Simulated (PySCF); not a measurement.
# Dipole moment and polarisability of cyclohexylphosphine

Cyclohexylphosphine, C6H13P.
Cartesian coordinates in Å at the GFN2-xTB level; atoms count from 1:
```
atom  x, y, z in Å
P1     2.7842   -0.5409   -0.1524
C2     1.0183   -0.1041    0.3096
C3     0.1133   -1.3127    0.0768
C4    -1.3377   -0.9684    0.3997
C5    -1.8068    0.2125   -0.4447
C6    -0.9063    1.4222   -0.2133
C7     0.5449    1.0775   -0.5355
H8     3.3567    0.5672    0.4736
H9     3.0114   -1.3471    0.9635
H10    0.9888    0.1730    1.3708
H11    0.1911   -1.6198   -0.9700
H12    0.4471   -2.1510    0.6949
H13   -1.9727   -1.8367    0.2127
H14   -1.4225   -0.7145    1.4593
H15   -1.7766   -0.0640   -1.5012
H16   -2.8395    0.4633   -0.1933
H17   -1.2345    2.2564   -0.8367
H18   -0.9807    1.7365    0.8308
H19    0.6307    0.8160   -1.5940
H20    1.1856    1.9450   -0.3538
```

Level: CAM-B3LYP/def2-SVPD (PySCF), static field, nuclei fixed, core orbitals frozen in the response. The polarisability tensor in these axes (au):

```
x   110.17  -3.23   0.92
y    -3.23  90.91  -2.54
z     0.92  -2.54  81.72
```

Task: What are the eigenvalues, a third of the trace, and Δα (Δα² = ½Σ(αi − αj)² over the three pairs)?

Result: Principal values 81.07, 90.98 and 110.76 au; mean 94.27 au = 13.97 Å³ = 15.54 × 10⁻⁴⁰ C²·m²/J; Δα = 26.19 au (28 % of the mean).

Task: What is the dipole moment, and where does it point?

Result: (-1.06, 0.38, 0.75) D, 1.36 D in size, pointing from the negative to the positive side. Measured along this direction, the outermost atoms are P1 at the negative end and H16 at the positive end.

Task: Find the Langevin capture rate constant for H3+ (3.023 u) meeting this molecule (116.075 u), k = 2.342 × 10⁻⁹ cm³/s × √(α in Å³ / reduced mass in u).

Result: The reduced mass is 2.95 u, so k = 5.10 × 10⁻⁹ cm³/s. The formula leaves out the permanent dipole, which adds to the capture rate.

Task: Sum over states: ᾱ = Σ f/ω², ω in Eh. What share falls to these 8 lowest TDDFT singlets (eV, f)? 6.57, 0.0739; 7.17, 0.0496; 7.35, 0.1158; 7.80, 0.0488; 7.97, 0.0105; 8.13, 0.0178; 8.23, 0.0026; 8.30, 0.0003.

Result: They add up to 4.51 au, 4.8 % of the 94.27 au; the largest single term is 1.59 au, from the state at 7.35 eV. Terms in order: 1.27, 0.71, 1.59, 0.59, 0.12, 0.20, 0.03, 0.00 au. Higher excitations give the rest. The strengths listed sum to 0.319.

Task: What are the principal values of the traceless quadrupole moment, Θ = ½Σq(3rr − r²1), about the centre of nuclear charge?

Result: -5.50, 2.40, 3.09 D·Å. The values depend on the origin, since the dipole doesn't vanish. The electronic extent ⟨r²⟩ about the same centre is 1103 bohr², a root-mean-square distance of 2.20 Å for the 64 electrons.

Task: What depolarisation ratio follows for Rayleigh scattering of linearly polarised light, taking the static tensor?

Result: ρ = 3Δα²/(45ᾱ² + 4Δα²) = 2057.0/(399911 + 2742.6) = 0.00511.

Task: What would n − 1 = 2πNα be for an ideal gas of these molecules at 298.15 K and 1 atm, electronic part alone?

Result: N = p/kT = 2.4615 × 10¹⁹ cm⁻³, so n − 1 = 2π × N × 13.97 × 10⁻²⁴ cm³ = 2161 × 10⁻⁶ at long wavelengths, for an ideal gas.

Isolated species at its GFN2-xTB geometry (one conformer only).
